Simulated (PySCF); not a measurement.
Geometries of 4 isomers of C6H8N2, from PBE0-D3(BJ)/def2-SVP geometry optimisation, gas phase in PySCF. One conformer each, no zero-point energy, no frequencies.

Question: Which isomer lies lowest at this level?
A.
```xyz
16
angstrom
N     -1.649    1.303    0.734
C     -0.485    0.650    0.326
C      0.788    1.211    0.436
C      1.918    0.525   -0.011
C      1.781   -0.742   -0.568
C      0.511   -1.307   -0.701
C     -0.628   -0.623   -0.275
N     -1.917   -1.152   -0.361
H     -2.292    0.680    1.217
H     -1.478    2.136    1.285
H      0.892    2.199    0.895
H      2.904    0.983    0.089
H      2.658   -1.294   -0.913
H      0.395   -2.294   -1.159
H     -2.598   -0.462   -0.671
H     -1.977   -1.991   -0.926
```
B.
```xyz
16
angstrom
N     -2.389    0.082   -0.574
C     -1.513   -0.522    0.415
C     -0.050   -0.180    0.251
C      0.791   -0.939   -0.568
C      2.113   -0.537   -0.747
N      2.639    0.544   -0.176
C      1.843    1.267    0.608
C      0.508    0.952    0.852
H     -2.295    1.096   -0.549
H     -2.101   -0.199   -1.511
H     -1.639   -1.616    0.372
H     -1.850   -0.210    1.417
H      0.421   -1.843   -1.061
H      2.783   -1.126   -1.385
H      2.293    2.151    1.077
H     -0.092    1.583    1.514
```
C.
```xyz
16
angstrom
N     -3.187    0.829   -1.466
C     -2.500    0.318   -0.687
C     -1.605   -0.304    0.281
C     -0.248    0.411    0.374
C      0.653   -0.268    1.380
N      1.745   -0.742    0.946
C      1.850   -0.478   -0.479
C      0.609    0.340   -0.904
H     -1.459   -1.358   -0.008
H     -2.108   -0.311    1.262
H     -0.438    1.453    0.684
H      0.377   -0.367    2.439
H      2.796    0.052   -0.673
H      1.935   -1.443   -1.007
H      0.061   -0.133   -1.733
H      0.886    1.345   -1.247
```
D.
```xyz
16
angstrom
N     -3.269    1.412    0.300
C     -2.621    0.470    0.123
C     -1.762   -0.692   -0.083
C     -0.349   -0.485    0.466
C      0.387    0.671   -0.195
C      1.800    0.877    0.354
C      2.660   -0.284    0.147
N      3.307   -1.226   -0.031
H     -1.730   -0.906   -1.164
H     -2.238   -1.562    0.395
H      0.213   -1.421    0.321
H     -0.404   -0.318    1.555
H     -0.175    1.607   -0.050
H      0.442    0.504   -1.284
H      2.276    1.748   -0.123
H      1.768    1.090    1.435
```

Answer: A. That is `Nc1ccccc1N` (o-phenylenediamine), 15.5 kcal/mol below the next.

```
          SMILES                                atoms numbered as above      E (Eh)  relative (kcal/mol)  relative (kJ/mol)  dipole (D)
      Nc1ccccc1N     [NH2:1][c:2]1[cH:3][cH:4][cH:5][cH:6][c:7]1[NH2:8]  -342.33438                  0.0                0.0        1.73
      NCc1ccncc1     [NH2:1][CH2:2][c:3]1[cH:4][cH:5][n:6][cH:7][cH:8]1  -342.30967                 15.5               64.9        1.27
      N#CCCCCC#N     [N:1]#[C:2][CH2:3][CH2:4][CH2:5][CH2:6][C:7]#[N:8]  -342.28079                 33.6              140.7        0.00
N#CC[C@H]1C=NCC1  [N:1]#[C:2][CH2:3][C@H:4]1[CH:5]=[N:6][CH2:7][CH2:8]1  -342.27939                 34.5              144.4        1.93
```

As drawn, the lowest has an aromatic ring and an N–H bond, which the highest lacks; the highest has a C≡N group and a C=N bond, which the lowest lacks.
